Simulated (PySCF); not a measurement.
C₂H₈N, charge +1. Atoms are numbered in the order given.

```xyz
11

C      1.2531     0.0000    -0.2710
N      0.0000     0.0000     0.5323
C     -1.2531     0.0000    -0.2710
H      2.1163     0.0000     0.4059
H      1.2681    -0.8978    -0.9010
H      1.2681     0.8978    -0.9010
H      0.0000     0.8155     1.1588
H      0.0000    -0.8155     1.1588
H     -2.1163     0.0000     0.4059
H     -1.2681     0.8978    -0.9010
H     -1.2681    -0.8978    -0.9010
```
Charge +1, spin multiplicity 1.

The structure is a stationary point at PBE0-D3(BJ)/def2-SVP. The isomer is the one that the SMILES or the coordinates give; other isomers of the formula were not compared.

Level of theory: PBE0-D3(BJ)/def2-SVP in PySCF 2.14.0.

Frequencies are harmonic and unscaled.

```json
[
 {"mode": "1", "ν (cm⁻¹)": "209", "IR (km/mol)": "0.0", "moving atoms (share of kinetic energy)": "H 98 %"},
 {"mode": "2", "ν (cm⁻¹)": "275", "IR (km/mol)": "1.7", "moving atoms (share of kinetic energy)": "H 86 %, N 10 %"},
 {"mode": "3", "ν (cm⁻¹)": "390", "IR (km/mol)": "0.1", "moving atoms (share of kinetic energy)": "C 41 %, H 40 %, N 18 %"},
 {"mode": "4", "ν (cm⁻¹)": "822", "IR (km/mol)": "22.3", "moving atoms (share of kinetic energy)": "H 92 %, N 8 %"},
 {"mode": "5", "ν (cm⁻¹)": "898", "IR (km/mol)": "4.2", "moving atoms (share of kinetic energy)": "C 52 %, H 26 %, N 22 %"},
 {"mode": "6", "ν (cm⁻¹)": "1024", "IR (km/mol)": "0.0", "moving atoms (share of kinetic energy)": "H 91 %, C 9 %"},
 {"mode": "7", "ν (cm⁻¹)": "1031", "IR (km/mol)": "29.6", "moving atoms (share of kinetic energy)": "H 57 %, C 27 %, N 16 %"},
 {"mode": "8", "ν (cm⁻¹)": "1090", "IR (km/mol)": "0.0", "moving atoms (share of kinetic energy)": "H 48 %, C 28 %, N 23 %"},
 {"mode": "9", "ν (cm⁻¹)": "1241", "IR (km/mol)": "0.7", "moving atoms (share of kinetic energy)": "H 59 %, C 24 %, N 17 %"},
 {"mode": "10", "ν (cm⁻¹)": "1265", "IR (km/mol)": "0.0", "moving atoms (share of kinetic energy)": "H 61 %, C 21 %, N 18 %"},
 {"mode": "11", "ν (cm⁻¹)": "1379", "IR (km/mol)": "0.0", "moving atoms (share of kinetic energy)": "H 87 %, C 13 %"},
 {"mode": "12", "ν (cm⁻¹)": "1419", "IR (km/mol)": "18.7", "moving atoms (share of kinetic energy)": "H 77 %, N 16 %"},
 {"mode": "13", "ν (cm⁻¹)": "1429", "IR (km/mol)": "1.8", "moving atoms (share of kinetic energy)": "H 88 %, C 12 %"},
 {"mode": "14", "ν (cm⁻¹)": "1457", "IR (km/mol)": "3.2", "moving atoms (share of kinetic energy)": "H 84 %, C 16 %"},
 {"mode": "15", "ν (cm⁻¹)": "1469", "IR (km/mol)": "0.0", "moving atoms (share of kinetic energy)": "H 100 %"},
 {"mode": "16", "ν (cm⁻¹)": "1478", "IR (km/mol)": "45.2", "moving atoms (share of kinetic energy)": "H 92 %"},
 {"mode": "17", "ν (cm⁻¹)": "1482", "IR (km/mol)": "54.2", "moving atoms (share of kinetic energy)": "H 97 %"},
 {"mode": "18", "ν (cm⁻¹)": "1484", "IR (km/mol)": "27.9", "moving atoms (share of kinetic energy)": "H 97 %"},
 {"mode": "19", "ν (cm⁻¹)": "1637", "IR (km/mol)": "51.5", "moving atoms (share of kinetic energy)": "H 94 %"},
 {"mode": "20", "ν (cm⁻¹)": "3098", "IR (km/mol)": "0.1", "moving atoms (share of kinetic energy)": "H 97 %"},
 {"mode": "21", "ν (cm⁻¹)": "3098", "IR (km/mol)": "0.0", "moving atoms (share of kinetic energy)": "H 97 %"},
 {"mode": "22", "ν (cm⁻¹)": "3224", "IR (km/mol)": "4.1", "moving atoms (share of kinetic energy)": "H 90 %, C 10 %"},
 {"mode": "23", "ν (cm⁻¹)": "3224", "IR (km/mol)": "3.7", "moving atoms (share of kinetic energy)": "H 90 %, C 10 %"},
 {"mode": "24", "ν (cm⁻¹)": "3224", "IR (km/mol)": "1.4", "moving atoms (share of kinetic energy)": "H 90 %, C 10 %"},
 {"mode": "25", "ν (cm⁻¹)": "3225", "IR (km/mol)": "0.0", "moving atoms (share of kinetic energy)": "H 90 %, C 10 %"},
 {"mode": "26", "ν (cm⁻¹)": "3450", "IR (km/mol)": "71.7", "moving atoms (share of kinetic energy)": "H 95 %"},
 {"mode": "27", "ν (cm⁻¹)": "3499", "IR (km/mol)": "111.5", "moving atoms (share of kinetic energy)": "H 91 %, N 9 %"}
]
```
